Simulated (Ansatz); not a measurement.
Cost and result up the ladder for Cd9Te9H24 (42 atoms). The state is a singlet with charge 0. Geometry: r2SCAN-D4/def2-SVP.

```xyz
42

Cd   -5.1487   -4.0667   -0.0714
Te   -5.0406   -0.6988    1.1528
Te   -2.0071   -2.7564   -0.4658
Cd   -1.6393   -1.0549   -2.7769
Cd   -3.1494    1.7759    1.5485
Te   -2.0199    1.6123   -1.1277
Te    1.1962   -0.6293   -3.1642
Cd    2.0943    0.7408   -6.1728
Cd   -0.1033    3.7982   -1.0165
Te    0.9888    3.3002   -3.9176
Cd   -0.3262   -2.7991    1.8887
Te   -0.9608    0.2020    2.6432
Te    2.3935   -2.2191    1.0892
Cd    3.1861   -0.4644   -1.0703
Cd    1.0334    2.2845    3.0306
Te    1.8784    2.0882    0.2536
Cd    4.7975   -2.8556    3.4454
Te    3.2322    0.3064    4.0840
H    -5.6728   -3.5520   -1.5840
H    -4.8192   -4.6842    1.4577
H    -6.2726    0.2440    0.5411
H    -5.6801   -0.5526    2.6860
H    -1.2951   -4.0905   -1.1656
H    -2.7772   -0.9337   -4.0328
H    -4.0447    3.0190    2.2652
H    -3.2340    2.4264   -1.9270
H     1.5232   -2.2204   -3.5357
H     0.5528    0.5894   -6.8275
H     3.6985    0.9606   -5.7188
H    -0.3727    5.4573   -0.8281
H    -0.1523    4.3040   -4.6039
H     2.0595    4.5745   -3.8148
H    -0.7148   -3.6727    3.2932
H    -1.5089    0.1292    4.2149
H     2.5746   -3.6173    0.2011
H     4.7976   -0.0065   -1.3534
H     0.9987    3.6321    4.0521
H     3.1155    3.2020    0.3226
H     3.7331   -3.6490    4.4775
H     6.0208   -2.1219    2.5548
H     2.7256    0.4650    5.6649
H     4.3393    1.5333    4.3075
```

Ansatz on 4 threads of AMD EPYC 7R13 on a shared host and a share (37 GiB) of an NVIDIA H100 80GB HBM3. Times are rough, and most runs start from the orbitals of an earlier one. PBE0-D4/def2-TZVP serves as the yardstick here, not as an exact answer. Differences are given only for rows in sets of like size (and for xTB, whose basis is part of the method), since another set adds its own error. Binding counts from free atoms at the same level (Cd singlet, Te triplet, H doublet; other spins of the atoms weren't run), without zero-point energy or a counterpoise term.

In the def2 sets Cd, Te take a core potential; there is no spin–orbit coupling. Single mean-field runs in def2-SVP, def2-TZVP are fitted with def2-universal-jkfit.

```csv
level,functions,binding energy per atom (eV),difference from PBE0-D4/def2-TZVP (eV)
r2SCAN-D4/def2-TZVP,954,1.82,0.02
PBE0-D4/def2-SVP,633,1.79,–
PBE-D4/def2-SVP,633,1.80,–
PBE0-D4/def2-TZVP,954,1.79,0.00
PBE-D4/def2-TZVP (with forces),954,1.80,0.00
```

Q: Estimate how long each takes.

A: PBE0-D4/def2-SVP 7.5 s; PBE-D4/def2-SVP 7.5 s; PBE0-D4/def2-TZVP 9.5 s; r2SCAN-D4/def2-TZVP 9.5 s; PBE-D4/def2-TZVP (with forces) 11 s. On shared hardware such times vary by a factor of up to 3.
